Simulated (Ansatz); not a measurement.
Frontier orbitals of `B[SiH2][SbH][CH3]`.

```xyz
12

B     0.940    0.754   -1.059
Si    0.334    1.517    0.681
Sb    0.851   -0.956    0.889
C    -1.154   -1.562    0.360
H     0.070    0.593   -1.871
H     2.046    1.083   -1.388
H    -1.101    1.779    0.948
H     1.219    2.369    1.509
H     1.256   -0.584   -0.916
H    -1.715   -1.713    1.283
H    -1.632   -0.785   -0.234
H    -1.117   -2.495   -0.201
```

Charge 0, multiplicity 1. Correlated methods include outer-core shells of Sb, which these sets cover unevenly. Sb takes the def2 core potential. The geometry is a stationary point of PBE0-D4/def2-TZVP. It is one conformer, not always the lowest. Basis def2-TZVPP, the Gaussian-basis code of Ansatz.

Orbital energies of one run (eV). Highest occupied ones, from the top: -5.53, -6.92, -7.72, -7.80, -8.16, -8.85, -10.23, -10.26, -11.79, -12.21, -15.10, -17.66, -32.90, -32.93. Empty: -2.11, -1.20, -0.75, 0.09, 0.62, 0.78.

Which functional gave them?
A. r2SCAN0
B. revPBE
C. ωB97X-V
D. ωB97M-V

B. HOMO energies: revPBE -5.53, ωB97M-V -8.39, ωB97X-V -8.51, r2SCAN0 -6.61 eV.
